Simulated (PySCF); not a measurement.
**`CN(C)c1ccccc[cH+]1`, [C$_{9}$H$_{12}$N]+, charge +1**

Cartesian coordinates in Å; atom numbers follow the order of the lines, from 1:
```xyz
22

C    -2.371   -0.965    0.501
N    -1.522    0.134    0.060
C    -2.182    1.336   -0.432
C    -0.185    0.046    0.112
C     0.403   -1.158    0.628
C     1.721   -1.511    0.773
C     2.912   -0.809    0.463
C     3.016    0.452   -0.066
C     1.955    1.323   -0.417
C     0.594    1.160   -0.346
H    -2.169   -1.882   -0.073
H    -2.236   -1.173    1.574
H    -3.418   -0.691    0.339
H    -3.265    1.197   -0.368
H    -1.927    1.532   -1.485
H    -1.917    2.216    0.174
H    -0.300   -1.920    0.962
H     1.876   -2.506    1.200
H     3.845   -1.337    0.676
H     4.024    0.838   -0.237
H     2.272    2.291   -0.817
H     0.025    2.020   -0.698
```

Total charge +1.

Level of theory: PySCF 2.14.0, quadratic response CAM-B3LYP/def2-SVPD first hyperpolarisability, Taylor convention, gas phase. Geometry: PBE0-D3(BJ)/def2-SVP.

(1) Give the tensor of the static β(0;0,0) in the axes of these coordinates.

Results:

(1) In au, Taylor convention; rows are the first index (the induced dipole):
```csv
,xx,yy,zz,xy,xz,yz
x,-519.1,+33.1,+5.5,+41.6,-20.0,-14.8
y,+41.6,-7.8,-1.5,+33.1,-14.8,+2.9
z,-20.0,+2.9,-0.5,-14.8,+5.5,-1.5
```
Norm of βᵢ = ⅓ Σⱼ (βᵢⱼⱼ + βⱼᵢⱼ + βⱼⱼᵢ): 481.9 au, hyper-Rayleigh value 210.8 au.
